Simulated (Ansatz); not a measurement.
Consider the atomization: `Cl[SiH]1N[SiH2]P1` → Cl• + 5 H• + N• + P• + 2 Si•.

Gas-phase electronic energies from Ansatz, PBE0-D4/def2-TZVP geometries. CCSD(T)/CBS adds triple-zeta CCSD(T) − MP2 to the extrapolated MP2 energy (def2 sets, frozen cores). This one scheme is used for every species, atoms too. For atomizations the MP2-based limit and the directly extrapolated one differ by several kJ/mol either way, and by 10 to 25 for some Ge, Se and Sn compounds, so smaller differences from it don't rank the levels. Functionals use def2-TZVPP. HSE06 is defined as in plane-wave codes. Open shells (•) are unrestricted, without spin–orbit coupling. Spin–orbit coupling would lower the free atoms: a little for Cl, Si.

```json
{"level": "PBE-D4", "ΔE (eV)": "33.92", "difference from CCSD(T)/CBS": "0.28"}
{"level": "revPBE-D4", "ΔE (eV)": "33.26", "difference from CCSD(T)/CBS": "-0.38"}
{"level": "BLYP-D4", "ΔE (eV)": "33.37", "difference from CCSD(T)/CBS": "-0.27"}
{"level": "HSE06-D4", "ΔE (eV)": "33.55", "difference from CCSD(T)/CBS": "-0.09"}
{"level": "ωB97M-V", "ΔE (eV)": "33.93", "difference from CCSD(T)/CBS": "0.29"}
{"level": "BLYP", "ΔE (eV)": "32.59", "difference from CCSD(T)/CBS": "-1.05"}
{"level": "HSE06", "ΔE (eV)": "33.26", "difference from CCSD(T)/CBS": "-0.38"}
{"level": "BHLYP", "ΔE (eV)": "32.37", "difference from CCSD(T)/CBS": "-1.27"}
{"level": "LC-ωPBE", "ΔE (eV)": "33.22", "difference from CCSD(T)/CBS": "-0.42"}
{"level": "HF/def2-SVP", "ΔE (eV)": "22.94", "difference from CCSD(T)/CBS": "-10.70"}
{"level": "MP2/def2-SVP", "ΔE (eV)": "30.45", "difference from CCSD(T)/CBS": "-3.19"}
{"level": "CCSD/def2-SVP", "ΔE (eV)": "29.77", "difference from CCSD(T)/CBS": "-3.87"}
{"level": "SCS-MP2/def2-TZVPP", "ΔE (eV)": "32.85", "difference from CCSD(T)/CBS": "-0.79"}
{"level": "MP2/def2-QZVPP", "ΔE (eV)": "33.52", "difference from CCSD(T)/CBS": "-0.12"}
{"level": "SCS-MP2/def2-QZVPP", "ΔE (eV)": "33.71", "difference from CCSD(T)/CBS": "0.07"}
{"level": "CCSD/CBS(def2)", "ΔE (eV)": "33.06", "difference from CCSD(T)/CBS": "-0.58"}
{"level": "CCSD(T)/CBS", "ΔE (eV)": "33.64", "difference from CCSD(T)/CBS": "0"}
```

Largest T1 diagnostic among the species: 0.012.

In def2-TZVPP, CCSD(T) changes the Hartree–Fock value by +8.77 eV (the triples alone add +0.58 eV) and MP2 by +9.16 eV; breaking electron pairs costs correlation energy, which Hartree–Fock lacks. The D4 term adds +0.59 eV with B3LYP and +0.31 eV with PBE0; it sums over pairs of atoms, weighted by their polarisabilities, and B3LYP, whose exchange is more repulsive, gets the larger term.

B3LYP here is the variant with VWN-RPA as its local correlation; programs differ in this.
